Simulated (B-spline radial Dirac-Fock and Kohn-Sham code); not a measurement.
Subshell cross sections of Mg⁶⁺, photon energy 1050 eV

System: the Mg⁶⁺ ion, [He] 2s2 2p2.

The run's input, task.json:

```json
{"items": [{
  "Z": 12,
  "q": 6,
  "cfg": [[1, 0, 2], [2, 0, 2], [2, 1, 2]],
  "A": 24,
  "rrms": 3.057,
  "do": ["binding", "quiet", "photo", "scan"],
  "hv": [34.5, 37.7, 38.9, 118.0, 149.0, 155.0, 326.0, 673.0, 998.0, 1050.0, 2900.0, 3360.0, 3800.0, 4380.0, 4480.0, 4770.0, 5860.0, 6930.0, 8430.0, 8480.0, 10900.0, 14000.0, 24300.0, 40400.0]
}]}
```

Run with: `python xray_run.py task.json out`

Level of theory: Dirac-Hartree-Slater photoionisation with all multipoles and Dirac-Fock thresholds; a B-spline atomic structure program. The asymmetry parameter β is from the dipole term alone. Kinetic energies are from the vacuum level. Open shells are spread statistically over j, without multiplet splitting.

```csv
subshell,electrons,binding (eV),kinetic (eV),σ (kb),β
L1 (2s),2,246.7,803.3,?,?
L2 (2p1/2),0.67,222.7,827.3,2.45,1.06
L3 (2p3/2),1.33,222.3,827.7,4.84,1.06
```

Task: What are σ and β for L1 (2s)?

Result: σ = 23.5 kb, the largest of all subshells and 76 % of the total, and β = 2.00.

Run: 0.97 s of CPU time on 1 thread of Intel(R) Xeon(R) 6975P-C (shared host), peak memory 0.29 GiB.

Values without a named source are computed, but for edge energies of neutral atoms, which are taken from tables.
